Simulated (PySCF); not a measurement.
# Dipole response of Sb (antimony, neutral)

[Kr] 4d10 5s2 5p3, high-spin 4S determinant. All numbers are calculated (PySCF 2.14, a scalar-relativistic core potential, in def2-TZVPPD with the def2 core potential (28 electrons) (7s5p4d2f, 56 functions)). Coupled (time-dependent) response in atomic units; α is the mean over directions.

```json
{"method": "UHF", "mean α (bohr³)": "44.19", "C₆ (like pair)": "488.4", "S(−4)": "498.6"}
{"method": "PBE", "mean α (bohr³)": "47.23", "C₆ (like pair)": "519.8", "S(−4)": "653.2"}
{"method": "PBE0", "mean α (bohr³)": "45.33", "C₆ (like pair)": "497.2", "S(−4)": "568.9"}
{"method": "BP86", "mean α (bohr³)": "47.55", "C₆ (like pair)": "523.5", "S(−4)": "665.3"}
{"method": "TPSSh", "mean α (bohr³)": "45.33", "C₆ (like pair)": "501.4", "S(−4)": "559.8"}
```

S(−4) is the Cauchy moment in α(ω) = α(0) + S(−4) ω² + …

Reference α: 43 ± 2 bohr³ (recommended; Schwerdtfeger and Nagle, table of static dipole polarizabilities (2023 update)). Published C₆: 492.0 (Chu and Dalgarno (2004); Tang, Norbeck and Certain (1976)).

α(iu) at BP86:

| u (hartree) | α(iu) (bohr³) |
| --- | --- |
| 0 | 47.55 |
| 0.0500 | 45.96 |
| 0.100 | 41.93 |
| 0.200 | 31.87 |
| 0.300 | 23.62 |
| 0.500 | 13.89 |
| 0.750 | 8.337 |
| 1.00 | 5.676 |
| 1.50 | 3.287 |
| 2.00 | 2.234 |
| 3.00 | 1.280 |
| 5.00 | 0.5969 |

A single London oscillator, α(iu) = α/(1 + u²/ω²), gives C₆ = (3/4) ω α². Matching the computed C₆ needs ω = 4 × 523.5 / (3 × 47.55²) = 0.309 hartree.

Energies and moments cover only the electrons outside the core potential.
